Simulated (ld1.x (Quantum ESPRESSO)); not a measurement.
# What one change does to a pseudopotential (Cl, PAW)

* Element: chlorine (Cl)
* Generator: ld1.x (Quantum ESPRESSO) 7.5
* Type: PAW
* Functional: PBE
* Relativity: non-relativistic
* Frozen core: [Ne]
* Valence charge: 7
* Reference configuration: 3s2 3p5
* Partial waves: 3s (bound): rcut 1.05, rcutus 1.20 bohr; 3s channel at 1.4 Ry: rcut 1.05, rcutus 1.20 bohr; 3p (bound): rcut 1.35, rcutus 1.60 bohr; 3p channel at 0.05 Ry: rcut 1.35, rcutus 1.60 bohr; 3d channel at -0.1 Ry: rcut 1.05, rcutus 1.15 bohr; 3d channel at 1.75 Ry: rcut 1.05, rcutus 1.15 bohr
* Local potential: all-electron potential smoothed inside 1.45 bohr (lloc = -1)
* Core correction: Bessel-smoothed model core inside 0.70 bohr
* Augmentation charge: PSQ, inside the norm-conserving radii

Change: functional LDA (PZ).

Cutoffs: the cutoffs (Ry, on a coarse ladder) from which the occupation-weighted sum of valence levels, in a spherical-Bessel basis at the reference potential, stays within 10 and 1 mRy of its value at 400 Ry; they do not see the model core or the augmentation charge, which bear on the density cutoff. Errors are all-electron minus pseudo energies relative to the spin-unpolarised reference configuration.

Problem. How do hardness, ghosts and transferability respond?

Solution. The potential gets neither clearly harder nor softer (30 Ry and 50 Ry → 30 Ry and 50 Ry); the number of tests with a reliable result goes from 7 to 9; of the 7 tests that both files solve, the error grows in 3 and shrinks in 0 by more than 15 % and 0.3 meV (median size 0.6 → 0.7 meV); neither file shows a bound ghost.

```tsv
quantity	base	changed
cutoff, loose	30 Ry	30 Ry
cutoff, tight	50 Ry	50 Ry
bound ghosts	none	none
error for 3s2 3p4, meV [ΔE 13.89 → 13.99 eV]	-0.6	-0.7
error for 3s2 3p3, meV [ΔE 39.35 → 39.53 eV]	-5.3	-6.3
error for 3s2 3p2, meV [ΔE 77.66 → 77.93 eV]	-23	-27
error for 3s1 3p6, meV [ΔE 11.97 → 11.87 eV]	+0.1	0.0
error for 3s2 3p4.5, meV [ΔE 5.59 → 5.64 eV]	-0.1	-0.1
error for 3s2 3p5.3, meV [ΔE -2.14 → -2.18 eV]	0.0	-0.1
error for 3s2 3p1, meV [ΔE 129.90 → 130.30 eV]	-74	-86
s: phases at 1.75 bohr within 0.05 rad from the reference energy up to (Ry; the scan ends near 5)	to the end of the scan	to the end of the scan
p: phases at 1.75 bohr within 0.05 rad from the reference energy up to (Ry; the scan ends near 5)	to the end of the scan	to the end of the scan
d: phases at 1.75 bohr within 0.05 rad from the reference energy up to (Ry; the scan ends near 5)	to the end of the scan	to the end of the scan
lowest overlap eigenvalue by channel	s 0.49, p 0.81, d 0.96	s 0.48, p 0.81, d 0.96
```
